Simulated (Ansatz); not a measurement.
Ansatz (a quantum-chemistry and plane-wave program) input (CCSD(T)/aug-cc-pV(D+d)Z):
A basis named .json is the Basis Set Exchange file of that set.

Ansatz 0.2 input:
```yaml
crystal:
  periodic: [false, false, false]
  atoms:
    - {symbol: Si, position_ang: [1.11244616, -0.36281028, 0.75260270]}
    - {symbol: C, position_ang: [1.72931665, 1.16064541, -0.08657419]}
    - {symbol: N, position_ang: [-0.38632311, -0.97006705, -0.23265824]}
    - {symbol: Si, position_ang: [-1.75342021, 0.26720417, -0.55162347]}
    - {symbol: H, position_ang: [2.01321848, -1.52421552, 0.69576422]}
    - {symbol: H, position_ang: [0.51524024, -0.16269947, 2.08129264]}
    - {symbol: H, position_ang: [1.01288258, 1.98204168, -0.04046421]}
    - {symbol: H, position_ang: [1.99040063, 0.97522420, -1.13021476]}
    - {symbol: H, position_ang: [2.63801195, 1.49287963, 0.42239799]}
    - {symbol: H, position_ang: [-0.77690760, -1.77484951, 0.26418403]}
    - {symbol: H, position_ang: [-1.91168480, 0.94587424, 0.74125226]}
    - {symbol: H, position_ang: [-1.20550610, 1.12035274, -1.61280477]}
    - {symbol: H, position_ang: [-2.90853619, -0.54256034, -0.95933160]}
    - {symbol: H, position_ang: [-0.06512084, -1.34696509, -1.12773210]}
basis:
  gaussian:
    orbitals: aug-cc-pV_D+d_Z.json
total_charge: 1
magnetization: {spin_polarized: false}
correlation: {method: ccsd_t, electrons: outside_noble_gas}
output: {forces: true}
```

Output:

```
Functional definition: HF
integrals: 1.01 GiB planned
1996 factors; integrals over basis functions are off by at most 8.8e-4 eV
1.17 GiB of device memory are held for the factors and their scratch space
mean field: 1.18 GiB planned
mean field evaluation 1: about -18384.3405 eV, gradient 5.1e1 eV
mean field evaluation 2: about -18384.3977 eV, gradient 5.1e1 eV
mean field evaluation 4: about -18390.8346 eV, gradient 4.0e0 eV
mean field evaluation 8: about -18390.9007 eV, gradient 2.0e-1 eV
mean field evaluation 16: about -18389.2699 eV, gradient 2.6e1 eV
mean field -18390.90092585 eV, -675.8531432248 hartree, gradient 1.1e-6 eV, S^2 0.000000; 0 other end points of the search recorded, 0 dependent functions left out
12 core orbitals not correlated
reference -18390.90092585 eV, -675.8531432248 hartree; 13, 13 occupied and 175, 175 virtual orbitals, 1996 factors
densities: 8.45 GiB planned
second order -14.86153119 eV of doubles, -0.00000000 eV of singles
coupled cluster: 5.20 GiB planned
cycle   1  -16.17319816 eV  change    -1.3e0 eV  update   8.9e-2
cycle   2  -16.70735699 eV  change   -5.3e-1 eV  update   2.7e-2
cycle   3  -16.75838773 eV  change   -5.1e-2 eV  update   8.4e-3
cycle   4  -16.75543183 eV  change    3.0e-3 eV  update   2.5e-3
cycle   5  -16.75538921 eV  change    4.3e-5 eV  update   7.2e-4
cycle   6  -16.75530426 eV  change    8.5e-5 eV  update   2.1e-4
cycle   7  -16.75526276 eV  change    4.1e-5 eV  update   6.0e-5
cycle   8  -16.75526754 eV  change   -4.8e-6 eV  update   2.0e-5
cycle   9  -16.75526449 eV  change    3.0e-6 eV  update   5.7e-6
perturbative correction -0.47926405 eV, -0.0176126288 hartree
the calculation of the forces begins
1.17 GiB of device memory are held for the factors and their scratch space
Total energy: -18408.13545439 eV, -676.4865004665 hartree
Atom 0 at     1.112446    -0.362810     0.752603 Å, force     0.146977    -0.085452     0.222692 eV/Å
Atom 1 at     1.729317     1.160645    -0.086574 Å, force    -0.065143    -0.127399     0.072103 eV/Å
Atom 2 at    -0.386323    -0.970067    -0.232658 Å, force     0.063979     0.047928     0.051499 eV/Å
Atom 3 at    -1.753420     0.267204    -0.551623 Å, force    -0.260469     0.221581    -0.063957 eV/Å
Atom 4 at     2.013218    -1.524216     0.695764 Å, force     0.084928    -0.115930    -0.005773 eV/Å
Atom 5 at     0.515240    -0.162699     2.081293 Å, force    -0.071373     0.018472     0.137156 eV/Å
Atom 6 at     1.012883     1.982042    -0.040464 Å, force    -0.332494     0.370682     0.019502 eV/Å
Atom 7 at     1.990401     0.975224    -1.130215 Å, force     0.107975    -0.087872    -0.472688 eV/Å
Atom 8 at     2.638012     1.492880     0.422398 Å, force     0.390642     0.145129     0.216371 eV/Å
Atom 9 at    -0.776908    -1.774850     0.264184 Å, force    -0.121570    -0.298837     0.140605 eV/Å
Atom 10 at    -1.911685     0.945874     0.741252 Å, force    -0.001723     0.070692     0.132882 eV/Å
Atom 11 at    -1.205506     1.120353    -1.612805 Å, force     0.064172     0.083970    -0.105402 eV/Å
Atom 12 at    -2.908536    -0.542560    -0.959332 Å, force    -0.105940    -0.074226    -0.036666 eV/Å
Atom 13 at    -0.065121    -1.346965    -1.127732 Å, force     0.100039    -0.168739    -0.308323 eV/Å
Dipole moment:    -0.185073    -0.361949    -0.171384 e Å
```

It need not be the lowest isomer of its formula.
